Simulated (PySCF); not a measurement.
C2H2Cl, SMILES [CH]=CCl, multiplicity 2. Geometry optimised at PBE0-D3(BJ)/def2-TZVP. The isomer is the one that the SMILES or the coordinates give; other isomers of the formula were not compared.

Level of theory: PBE0-D3(BJ)/def2-TZVP (PySCF).

Harmonic wavenumbers (cm⁻¹): 351, 677, 698, 806, 849, 1221, 1650, 3205, 3312. Rotational constants (GHz): 58.78, 6.483, 5.839; symmetry number 1.

Problem. Work out the zero-point energy and the ideal-gas rigid-rotor harmonic-oscillator thermochemistry at 298.15 K and 1 atm.

Solution. ZPE = ½ Σ hcν = ½ × 12769 cm⁻¹ = 18.25 kcal/mol. H − E(el) = 21.10 kcal/mol. Entropy in cal/(mol K): translation 38.27, rotation 22.50, vibration 2.22, spin 1.38, total 64.36. G − E(el) = 1.91 kcal/mol. Cp = 12.68 cal/(mol K).
